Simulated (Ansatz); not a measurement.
# Counterpoise correction, worked out

The pair of K⁺ (SMILES [K+], atom 1) and CH5N (SMILES CN, atoms 2–8), both closed shells, in one local arrangement (a lower one may exist), relaxed at PBE0-D4/def2-TZVP:

K1  (0.055, -0.054, -2.933)
C2  (-0.463, 0.300, 0.614)
N3  (0.557, -0.358, -0.221)
H4  (-0.282, 0.192, 1.686)
H5  (-1.445, -0.121, 0.395)
H6  (-0.494, 1.367, 0.385)
H7  (0.604, -1.338, 0.042)
H8  (1.469, 0.012, 0.033)
(Å)

Computed with Ansatz 0.2.0 (basis: def2-TZVPPD); correlated methods freeze the cores. The outer core shell of Li, Na, Mg and K is correlated. The def2 sets are not built for correlating such inner shells, so the correlated values are less sure here.

CCSD(T) total energies in eV:

| system | geometry | basis functions | energy |
| --- | --- | --- | --- |
| pair | pair | all | -18909.32810 |
| K⁺ | as in the pair | all (partner as ghosts) | -16304.28467 |
| CH5N | as in the pair | all (partner as ghosts) | -2604.20821 |
| K⁺ | as in the pair | its own | -16304.24723 |
| CH5N | as in the pair | its own | -2604.20112 |
| K⁺ | free (PBE0-D4 minimum) | its own | -16304.24723 |
| CH5N | free (PBE0-D4 minimum) | its own | -2604.20333 |

Work out the interaction energy with and without the counterpoise correction, the superposition error, and the binding energy from the relaxed fragments.

Without correction: -18909.32810 − (-16304.24723) − (-2604.20112) = -0.87975 eV.
With correction (each fragment in the whole basis): -18909.32810 − (-16304.28467) − (-2604.20821) = -0.83522 eV = -19.26 kcal/mol.
The superposition error is the difference, 0.04453 eV, 5 % of the uncorrected value: each fragment borrows its partner's functions.
Deformation from the free shapes: 0.00000 eV for K⁺ and 0.00221 eV for CH5N.
Binding energy from relaxed fragments: -0.83522 + 0.00000 + 0.00221 = -0.83301 eV = -19.21 kcal/mol (electronic, without zero-point energy; negative means bound). For comparison, the corrected interaction energy by CCSD(T) at an estimated basis limit (MP2 extrapolated from triple and quadruple zeta, plus CCSD(T) − MP2 in triple zeta) is -0.884 eV; triple zeta with the correction binds less.

No T1 diagnostic of these runs exceeds 0.009.

For scale, one of the runs: CCSD(T)/def2-TZVPPD, 195 basis functions, launched by `ansatz run in.yaml --threads 2 --pin off --events-out ev --progress --plain --max-ram 5222MiB`. Hardware: 2 CPU threads of an AMD EPYC 9R45, shared host. Wall time 22 s; peak host memory 2.3 GiB.
